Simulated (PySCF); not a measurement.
## Orbital levels and atomic charges

System: Ti9H4S20.

Cartesian coordinates (Å):
```
  1 Ti   -3.616   -2.303    0.289
  2 Ti   -3.264    3.139    0.107
  3 Ti   -4.776    0.579    0.100
  4 Ti    3.260   -2.431   -0.082
  5 Ti    0.038   -2.344    0.335
  6 Ti    2.946    3.364   -0.443
  7 Ti   -0.117    3.371   -0.231
  8 Ti    1.906    0.428   -0.004
  9 Ti   -1.667    0.397    0.033
 10 S    -5.393   -1.244   -0.928
 11 S    -3.407   -0.409    1.608
 12 S    -5.144   -3.759    1.127
 13 S    -1.850   -1.489   -1.170
 14 S    -1.841   -3.532    0.979
 15 S    -3.342    1.469   -1.440
 16 S    -5.357    2.649    0.870
 17 S    -1.993    4.673   -0.843
 18 S    -1.639    2.442    1.453
 19 S     5.106   -1.785   -1.247
 20 S     1.518   -1.550   -1.329
 21 S     3.818   -4.586   -0.601
 22 S     3.428   -0.552    1.248
 23 S     1.624   -3.382    1.391
 24 S     0.044   -0.354    1.432
 25 S     4.884    4.307    0.169
 26 S     1.377    4.672   -1.337
 27 S     3.325    1.501   -1.514
 28 S     1.634    2.580    1.232
 29 S    -0.056    1.423   -1.340
 30 H     4.574    5.585    0.300
 31 H    -4.419   -4.678    1.736
 32 H     5.488   -2.857   -1.920
 33 H     2.911   -5.324    0.016
```

Method: PBE0/def2-SVP, gas phase, PySCF, fitting set def2-universal-JFIT up to Ne and JKFIT beyond, grid level 1.

The bonding changed from the starting structure during the optimisation; the coordinates given are those used.

Give the orbital energies near the gap.


```csv
orbital,eV
HOMO-4,-7.71
HOMO-3,-7.59
HOMO-2,-7.35
HOMO-1,-7.21
HOMO,-7.06
LUMO,-4.98
LUMO+1,-4.76
LUMO+2,-4.69
LUMO+3,-4.48
```

Give the partial charges of the non-hydrogen atoms.


```
atom  Mulliken    IAO  Hirshfeld
 Ti1      0.29   0.95       0.31
 Ti2      0.39   0.88       0.35
 Ti3      0.39   0.89       0.35
 Ti4      0.22   0.93       0.28
 Ti5      0.33   0.87       0.29
 Ti6      0.36   0.89       0.30
 Ti7      0.31   0.91       0.31
 Ti8      0.16   0.86       0.24
 Ti9      0.06   0.83       0.23
 S10     -0.18  -0.47      -0.18
 S11     -0.13  -0.40      -0.08
 S12     -0.13  -0.32      -0.14
 S13     -0.14  -0.46      -0.13
 S14     -0.20  -0.49      -0.20
 S15     -0.08  -0.36      -0.07
 S16     -0.25  -0.57      -0.22
 S17     -0.19  -0.47      -0.19
 S18     -0.14  -0.44      -0.11
 S19     -0.13  -0.32      -0.14
 S20     -0.19  -0.46      -0.13
 S21     -0.18  -0.37      -0.17
 S22     -0.07  -0.39      -0.15
 S23     -0.17  -0.44      -0.18
 S24     -0.09  -0.41      -0.11
 S25     -0.18  -0.35      -0.14
 S26     -0.17  -0.45      -0.17
 S27     -0.10  -0.40      -0.15
 S28     -0.19  -0.47      -0.13
 S29     -0.06  -0.40      -0.10
```
